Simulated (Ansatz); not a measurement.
A nudged elastic band was laid between two geometries of C$_{2}$H$_{7}$AlBF (12 atoms, charge 0, multiplicity 1).

Level of theory: RKS PBE0/def2-SVP in Ansatz.

```
movable images  : 7
climbing image  : yes
spring          : 5.0 eV/Å²
optimiser       : quadratic models (default)
start path      : IDPP
force threshold : 0.03 eV/Å
iteration limit : 60
end points      : relaxed
```

Initial state:

```xyz
12
Properties=species:S:1:pos:R:3
C -0.568 0.043 1.467
C 0.806 -0.072 0.821
B 0.938 -0.284 -0.716
Al -0.636 0.002 -2.129
F -0.955 1.560 -2.664
H -0.516 0.355 2.522
H -1.101 -0.921 1.441
H -1.199 0.781 0.942
H 1.471 -0.752 1.384
H 1.347 0.906 0.886
H 2.052 -0.567 -1.119
H -1.562 -1.106 -2.800
```

Final state:

```xyz
12
Properties=species:S:1:pos:R:3
C -0.289 -0.094 1.616
C 0.883 -0.291 0.628
B 0.165 -0.655 -0.718
Al -0.369 0.727 -2.249
F -1.713 1.702 -2.007
H -0.973 0.709 1.296
H 0.089 0.181 2.612
H -0.886 -1.011 1.731
H 1.524 -1.108 0.999
H 1.487 0.629 0.601
H -0.197 -1.813 -0.827
H 0.356 0.969 -3.647
```

Task: Which bonds break or form, and what moves?

Result: No bond is made or broken. The dihedral H11–B3–Al4–F5 goes from -94 to 98°.

Task: What energy profile does the band end with?

Result: The forces met the threshold. The highest image is number 5 of 0 to 8, 2.7 kcal/mol above the first end and 0.5 kcal/mol above the last; the last end lies 2.2 kcal/mol above the first. The profile has 3 maxima (images 1, 3, 5) with wells between them (images 2, 4): this band takes more than one step, which may be the mechanism or a detour left from its start path. A vibrational analysis at the climbing image gives one clearly imaginary mode, 127i cm⁻¹: a first-order saddle point.

| image | path coordinate (Å) | energy (kcal/mol) | dihedral H11–B3–Al4–F5 (°) |
| --- | --- | --- | --- |
| 0 | 0.00 | 0.0 | -94 |
| 1 | 1.93 | 2.1 | -72 |
| 2 | 3.87 | 0.4 | -116 |
| 3 | 5.81 | 1.2 | -168 |
| 4 | 7.75 | 0.8 | 131 |
| 5 | 9.69 | 2.7 | 93 |
| 6 | 10.12 | 2.5 | 88 |
| 7 | 10.55 | 2.3 | 91 |
| 8 | 10.98 | 2.2 | 98 |

Task: What is the geometry of the highest image?

Result: 
```xyz
12
Properties=species:S:1:pos:R:3
C -0.462 -0.012 1.518
C 0.734 -0.553 0.713
B 0.317 -0.728 -0.794
Al -0.150 0.895 -2.100
F -1.709 1.516 -2.085
H -0.812 0.961 1.137
H -0.194 0.123 2.578
H -1.322 -0.699 1.487
H 1.091 -1.491 1.168
H 1.559 0.180 0.794
H 0.213 -1.859 -1.235
H 0.813 1.612 -3.146
```

Time of the run: 11 min on 2 threads of Intel(R) Xeon(R) Platinum 8488C (Sapphire Rapids), with other jobs on the host, peak memory 0.28 GiB.
